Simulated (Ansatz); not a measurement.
Harmonic frequencies (cm⁻¹) at PBE0-D4/def2-TZVP from Ansatz: 45, 82, 151, 189, 227, 290, 414, 554, 610, 740, 760, 799, 896, 909, 1065, 1139, 1178, 1202, 1277, 1326, 1330, 1406, 1419, 1482, 1491, 1496, 1512, 1926, 1961, 2981, 3027, 3043, 3046, 3084, 3116, 3127.

Each molecule was computed in one conformer, which needn't be the lowest.

(1) Which molecule is it?
A. `CCC[O][AlH2]`
B. `CC(C)[O][AlH2]`
C. `CC(C)=[O+][AlH3-]`
D. `CO[CH2][AlH][CH3]`

## Answers

(1) A.
